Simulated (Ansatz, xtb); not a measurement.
# Ranking isomers of BFHOSi

4 gas-phase structures of BFHOSi, found in a search over its isomers (lower ones may exist). Each was relaxed with GFN2-xTB:

A. `O=B[SiH]F`, a doublet
B. a doublet given by its coordinates
C. a doublet given by its coordinates
D. `O=[Si]BF`, a doublet

C (Å):

```xyz
5

B    -2.1417    0.8236   -0.1516
F    -2.2479    0.2237    1.0499
O    -3.2347    1.2227   -0.7478
Si   -4.7223    1.6157   -1.2574
H    -1.0632    0.9557   -0.6004
```

Close contacts (Å): B1–F2 1.35, B1–O3 1.31, O3–Si4 1.62, B1–H5 1.18.

B (Å):

```xyz
5

B     0.5685    0.7252    0.5410
F     0.4795   -2.3051   -1.0457
O     0.2230   -0.4907    0.5308
Si   -0.1655   -2.0896    0.4585
H    -0.0077    1.6918    0.2387
```

Close contacts (Å): B1–O3 1.26, F2–Si4 1.65, O3–Si4 1.65, B1–H5 1.17.

**Question.** Make a reasoned guess at their ranking by r2SCAN-D4/def2-SVP single-point energy.

**Answer.** Calculated order at r2SCAN-D4/def2-SVP: C (0.0), A (65.2), B (102.7), D (224.8) kJ/mol.

Energies above the lowest of each column, in kJ/mol; the last columns are at B3LYP-D3(BJ)/def2-SVP geometries and were run for some of them only (a dash: not run or not comparable):

```csv
structure,GFN2-xTB,HF/STO-3G,r2SCAN-D4/def2-SVP,B3LYP-D3(BJ)/def2-SVP,CCSD(T)/def2-SVP
C,0.0,0.0,0.0,0.0,0.0
A,36.9,158.7,65.2,65.8,52.2
B,97.2,192.8,102.7,–,–
D,43.7,431.3,224.8,–,–
```

Every level run on C puts it lowest or level with the lowest. Some further structures that were screened fall inside this span and aren't listed. Flexible structures stand in one conformer each, not always the lowest. Frequencies (B3LYP-D3(BJ)/def2-SVP) were run for A, C alone. Open shells are spin-unrestricted, some with notable spin contamination.

Over these structures GFN2-xTB departs from r2SCAN-D4/def2-SVP by 63.7 kJ/mol on average once a common shift is removed. A GFN2-xTB relaxation took about 0.11 s and the r2SCAN-D4/def2-SVP energy about 2.7 s on a shared host (Ansatz 0.2.0, xtb 6.7.1).
